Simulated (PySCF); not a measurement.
C₂H₆Cl₂Si, triplet, at the geometry of the source list (a higher spin typed on purpose: for a closed-shell molecule this is an excited state). Base run: HF/3-21G run with PySCF.

PySCF was given this input:
```python
from pyscf import gto, scf

mol = gto.Mole()
mol.atom = '''
    C     1.46970000   -0.56850000   -0.39370000
    Si    0.04640000    0.66220000   -0.12100000
    C    -1.52280000   -0.18950000    0.53220000
    Cl    0.63840000    2.07840000    1.21270000
    Cl   -0.38170000    1.58440000   -1.88200000
    H     1.19660000   -1.33230000   -1.11570000
    H     2.35960000   -0.06830000   -0.76690000
    H     1.73950000   -1.06940000    0.53130000
    H    -2.32760000    0.52520000    0.68340000
    H    -1.88050000   -0.94260000   -0.16360000
    H    -1.33770000   -0.67970000    1.48340000
'''
mol.basis = '3-21g'
mol.spin = 2
mol.verbose = 4
mol.build()

mf = scf.UHF(mol)
mf.kernel()
mo_i, mo_e, stable_i, stable_e = mf.stability(internal=True, external=True, return_status=True, nroots=6, tol=1e-6)
print('internally stable:', stable_i, ' externally stable:', stable_e)
if not stable_i:
    umf = mf.copy()
    umf.scf_summary = {}
    umf.kernel(umf.make_rdm1(mo_i, mf.mo_occ))
```

The bond that is stretched is that between atoms 5 and 2. A test that says stable can miss a lower solution.

The base run was repeated with changes; each row names its change, and settings that it needs were set with it.

```csv
change,ΔE vs base (kcal/mol),<S^2>,E after following the instability (Eh),<S^2> there,stability test says,outcome
base,0.000,2.030,-1280.59622,2.00,internal instability,converged
bond × 1.25,-108.8,2.004,-,-,external instability,converged
bond × 1.5,-,-,-,-,-,not converged
bond × 1.8,-145.3,2.003,-,-,external instability,converged
bond × 2.2,-146.6,2.002,-,-,external instability,converged
bond × 3.0,-146.4,2.002,-1280.80411,2.00,internal instability,converged
```

On stretching, the SCF can end on different states; <S^2> shows the spin contamination of each.
